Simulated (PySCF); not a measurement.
# Reading the logs of faulty runs: AlBCH5O cation

All numbers below are calculated, not measured. They come from PySCF 2.14.0, an open-source quantum chemistry program, on an isolated molecule that a program drew, which may never have been made. The molecule is AlBCH5O cation (charge +1, singlet), drawn as the SMILES string `[CH3][AlH][B+]O`.

Each row is a Hartree-Fock (HF) and frozen-core CCSD(T) single point in the cc-pV(D+d)Z basis, meant for a local HF minimum. Run 1 is clean. Each other run has one planted mistake out of seven kinds, and not every kind appears here: one electron removed, one electron added, multiplicity raised by two, geometry at a saddle point, minimal basis STO-3G, one bond length entered in bohr, all coordinates scaled. The reference is restricted for singlets and unrestricted otherwise, and also for a bond in bohr. Adding or removing an electron swaps singlet and doublet. Electrons count all cores. HOMO and LUMO are orbital energies over both spins, the gradient is its largest component, and the lowest frequency (negative if imaginary) is given only where the gradient is small. Bond lengths are over the 8 bonds as drawn. T1 is the CCSD diagnostic: over 0.02 (restricted) or 0.045 (unrestricted) a single reference is doubtful.

Geometry of the clean run:
```xyz
9
AlBCH5O cation, angstrom
C     0.2205    1.2233   -0.0403
Al   -1.4288    0.2206   -0.1510
B    -1.6072   -0.9685   -2.0706
O    -1.7963   -1.6473   -3.0925
H     0.2723    1.7845    0.8961
H     0.3090    1.9371   -0.8663
H     1.0930    0.5628   -0.0861
H    -2.7155   -0.0391    0.6851
H    -1.3876   -1.9188   -3.9089
```

```
run  electrons  basis functions  <S^2>  HOMO (eV)  LUMO (eV)  gradient (hartree/bohr)  lowest frequency (cm^-1)  mean bond (Å)  longest bond (Å)      T1  HF (hartree)  CCSD(T) (hartree)                          mistake
  1         36               90  0.000     -16.01      -4.11                  3.7e-05                        62         1.4040             2.265  0.0149    -382.03920         -382.54429                         no fault
  2         36               29  0.000     -14.43       1.03                  4.4e-02                         -         1.4040             2.265  0.0185    -377.42469         -377.63944             minimal basis STO-3G
  3         36               90  0.000     -15.67      -4.16                  5.9e-02                         -         1.4896             2.403  0.0169    -382.01313         -382.52820           all coordinates scaled
  4         36               90  0.715     -15.31      -4.30                  1.8e-02                         -         1.5258             2.265  0.0591    -381.91359         -382.41483  one bond length entered in bohr
  5         36               90  2.010     -10.47      -7.39                  1.2e-01                         -         1.4040             2.265  0.0315    -381.87194         -382.36725                                ?
```

**Which mistake was planted in run 5, and what did it cost?**

Electrons, basis and geometry are unchanged, and <S^2> is 2.010, beside S(S+1) = 2.00 for a multiplicity of 3. So the mistake is: multiplicity raised by two. Subtracting run 1 and multiplying by 627.51 kcal/mol a hartree, the energy moved by 105.0 kcal/mol in HF and 111.1 kcal/mol in CCSD(T).

Cautions from the logs. Run 4: T1 is over the limit, so its CCSD(T) energy is less reliable.
